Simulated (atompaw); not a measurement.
# An all-electron radial function and its pseudo partner (Al)

Columns: radius, all-electron u(r) and pseudo u(r) of the 3p shell (level -5.70 eV) of aluminium in the configuration [Ne] 3s2 3p0.5; PBE, scalar-relativistic, PAW (atompaw) scheme, atompaw 4.2.0.5.

```tsv
r (bohr)	all-electron	pseudo
0.083	-0.0618	0.0022
0.165	-0.1498	0.0085
0.248	-0.2107	0.0190
0.331	-0.2354	0.0334
0.413	-0.2297	0.0513
0.496	-0.2016	0.0726
0.579	-0.1585	0.0968
0.662	-0.1064	0.1234
0.744	-0.0502	0.1516
0.827	0.0087	0.1817
0.910	0.0673	0.2127
0.992	0.1236	0.2439
1.075	0.1781	0.2756
1.158	0.2294	0.3071
1.240	0.2767	0.3375
1.323	0.3208	0.3674
1.406	0.3613	0.3961
1.488	0.3978	0.4231
1.571	0.4312	0.4488
1.654	0.4613	0.4728
1.737	0.4880	0.4949
1.819	0.5111	0.5148
1.902	0.5312	0.5329
1.985	0.5482	0.5488
2.067	0.5621	0.5622
2.150	0.5734	0.5734
```

(1) How many radial nodes do the two functions have?

(2) Is the pseudo-wave norm-conserving?

## Answers

(1) The all-electron 3p function has n − l − 1 = 1; the pseudo-wave has 0, since the states of the same l below it are removed with the core.

(2) No, it belongs to a PAW set: the norm inside the radius is not constrained, and the difference is carried by the augmentation charge.
